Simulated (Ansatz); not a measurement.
Consider the ligand exchange at the Al–C bond: `[OH][AlH][CH2]O[SiH2]F` + HCl → `[OH][AlH][Cl]` + `CO[SiH2]F`.

Calculated with Ansatz (gas phase, PBE0-D4/def2-TZVP geometries, no zero-point term in ΔE). CCSD(T)/CBS is the MP2 limit (def2-TZVPP, def2-QZVPP) plus CCSD(T) − MP2 in def2-TZVPP, frozen cores. This one scheme is used for every species. Functionals use def2-TZVPP. One conformer a species, not always the lowest.

`[OH][AlH][CH2]O[SiH2]F`:

```xyz
12

O    -1.985   -1.537    0.258
Al   -0.330   -1.826    0.468
C     0.905   -0.305    0.766
O     0.275    0.975    0.595
Si    0.072    1.680   -0.850
F     1.474    2.097   -1.492
H    -2.375   -0.664    0.282
H     0.149   -3.330    0.465
H     1.269   -0.340    1.800
H     1.814   -0.373    0.152
H    -0.729    2.899   -0.632
H    -0.538    0.725   -1.812
```

HCl:

Cartesian coordinates in Å:
```
Cl -0.537 -0.002 -0.347
H 0.537 0.002 0.347
```

`[OH][AlH][Cl]`:

Z-matrix (Å, degrees):
```
Al
O 1 1.684
Cl 1 2.096 2 119.8
H 1 1.563 2 119.3 3 180.0
H 2 0.956 1 124.3 3 0.0
```

`CO[SiH2]F`:

Cartesian coordinates in Å:
```
C 1.274 0.395 0.335
O 0.341 0.093 -0.681
Si -1.203 -0.337 -0.434
F -1.299 -1.799 0.203
H 1.713 -0.521 0.740
H 2.068 1.004 -0.100
H 0.812 0.957 1.154
H -1.855 -0.368 -1.757
H -1.850 0.575 0.540
```

```csv
level,ΔE (kJ/mol)
PBE-D4,-181.4
r2SCAN-D4,-194.1
PBE0-D4,-189.6
ωB97M-V,-190.7
HF/def2-TZVPP,-218.8
MP2/def2-TZVPP,-197.4
CCSD/def2-TZVPP,-194.7
CCSD(T)/def2-TZVPP,-191.5
```

Question: What does CCSD(T)/CBS give? (Estimate.)

Answer: Computed: -193.3 kJ/mol. The listed levels differ from it by 11.9, -0.8, 3.7, 2.6, -25.5, -4.1, -1.4, 1.8 kJ/mol.

Largest T1 diagnostic among the species: 0.013.

From PBE to PBE0 (25 % exact exchange), in def2-TZVPP and without D4, ΔE moves by −7.8 kJ/mol. In def2-TZVPP, CCSD(T) changes the Hartree–Fock value by +27.3 kJ/mol (the triples alone add +3.2 kJ/mol) and MP2 by +21.4 kJ/mol.
